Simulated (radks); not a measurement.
Ionisation of neutral gadolinium, [Xe] 4f7 5d1 6s2, to [Xe] 4f7 5d1 6s1 as the strength of local exchange is varied. All-electron calculation, Dirac Kohn-Sham, Slater X-alpha exchange (alpha = 2/3 is LDA exchange), no correlation, spin-unpolarised, spherical densities, finite nucleus; open shells fill j = l - 1/2 first; Fermi nuclear charge, rms radius 5.1569 fm. Program: a radial shooting solver on a logarithmic mesh with Libxc functionals.

| alpha | E(Gd) (hartree) | exchange (hartree) | IE (eV) | -e of the level emptied (eV) | <r> of it (bohr) |
|---|---|---|---|---|---|
| 0.627 | -11251.3812 | -221.4142 | 5.752 | 3.244 (6s1/2) | 4.098 |
| 0.667 | -11265.5158 | -235.8489 | 5.946 | 3.414 (6s1/2) | 4.056 |
| 0.679 | -11269.7598 | -240.1864 | 6.005 | 3.466 (6s1/2) | 4.043 |
| 0.704 | -11278.6068 | -249.2335 | 6.129 | 3.576 (6s1/2) | 4.017 |
| 0.874 | -11338.9578 | -311.1304 | 7.013 | 4.377 (6s1/2) | 3.846 |
| 0.948 | -11365.3320 | -338.2784 | 7.419 | 4.752 (6s1/2) | 3.775 |
| 0.974 | -11374.6136 | -347.8462 | 7.565 | 4.887 (6s1/2) | 3.750 |
| 1.021 | -11391.4114 | -365.1807 | 7.831 | 5.136 (6s1/2) | 3.707 |

NIST Atomic Spectra Database: 6.150 eV (measured). The Delta-SCF value meets it near alpha = 0.71. Spin polarisation and multiplet splitting are left out, so open shells lie too high by an amount that depends on their filling.

Beside tabulated values, note that spin-unpolarised runs miss the spin-polarisation part of the exchange energy of open shells.
